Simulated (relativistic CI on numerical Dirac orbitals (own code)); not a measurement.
## Yb52+: sensitivity of the levels to the model

Base calculation: Dirac-Coulomb-Breit CI, KLI orbitals optimised for each configuration, a model potential for QED, unscaled Slater integrals.

CI space (outside the closed core [Ne]): 3s²3p⁶, 3s²3p⁵3d, 3s3p⁶3d, 3s²3p⁵4s, 3s²3p⁵4p, 3s²3p⁵4d, 3s3p⁶4s, 3p⁶3d4p, 3s²3p⁵4f, 3s3p⁶4p, 3s3p⁶4d, 3s3p⁶4f, 3s²3p⁵5s, 3s²3p⁵5p, 3s²3p⁵5d, 3s²3p⁵5f, 3s²3p⁵5g, 3s3p⁶5s, 3s3p⁶5p, 3s3p⁶5d, 3s3p⁶5f, 3p⁶3d², 3p⁵3d³, 3p⁵3d²4s, 3p⁵3d²4p, 3p⁵3d²4d, 3p⁶3d4s, 3p⁵3d4s², 3p⁵3d4s4p, 3p⁵3d4s4d, 3p⁶4s², 3p⁵4s²4p, 3p⁵4s²4d. Double excitations out of closed p, d and f shells are left out; levels of such configurations are missing from the list, as are those of other unlisted configurations, and high levels can miss mixing partners. These lack a partner that the ground configuration has and come out too high: 3s²3p⁵4f, 3s²3p⁵5s, 3s²3p⁵5p, 3s²3p⁵5d, 3s²3p⁵5f.

The lowest level and the first level of each name with at least 55 % of one term (blank where a level has no safe partner in the second run):

| Level | Base (eV) | Shift (eV) |
| --- | --- | --- |
| 3s²3p⁶ ¹S0 | 0.00 | 0.00 |
| 3s²3p⁵3d ³P°0 | 220.49 | -0.17 |
| 3s²3p⁵3d ³P°1 | 230.71 | -0.17 |
| 3s²3p⁵3d ³F°3 | 235.15 | -0.07 |
| 3s²3p⁵3d ³F°4 | 288.45 | 0.00 |
| 3s²3p⁵3d ³D°3 | 304.48 | -0.17 |
| 3s²3p⁵3d ³F°2 | 495.46 | -0.04 |
| 3s3p⁶3d ³D1 | 697.44 | -0.02 |
| 3s3p⁶3d ³D2 | 703.59 | -0.02 |
| 3s3p⁶3d ³D3 | 757.59 | -0.04 |
| 3s3p⁶3d ¹D2 | 771.09 | +0.04 |
| 3p⁶3d² ³F2 | 1410.93 | -0.42 |
| 3p⁶3d² ³P0 | 1433.60 | -0.39 |
| 3p⁶3d² ³F3 | 1467.42 | -0.31 |
| 3p⁶3d² ¹G4 | 1480.70 | -0.34 |
| 3p⁶3d² ³P1 | 1482.60 | -0.30 |
| 3p⁶3d² ³F4 | 1532.32 | -0.33 |
| 3p⁶3d² ¹S0 | 1564.87 | -0.54 |
| 3p⁵3d³ ⁵D°0 | 1641.37 | -0.48 |
| 3p⁵3d³ ³P°1 | 1756.11 | -0.45 |
| 3p⁵3d³ ³I°7 | 1756.50 | -0.46 |

At this charge energies of transitions that change n are usually good to better than 1 %, and those within a shell (Δn = 0) to a few per cent.

(1) One thing was changed in a second run, which moved the levels as shown. Which?
A. QED terms removed
B. non-relativistic limit
C. configuration mixing switched off
D. Breit term removed

Results:

(1) C. Configuration mixing switched off. Without mixing, levels that were pushed by configurations of the same parity and J return to their single-configuration places.

LS names give the leading component of a level, which can be under half, so a name can repeat, a term be missing and a line seem to break the LS rules.
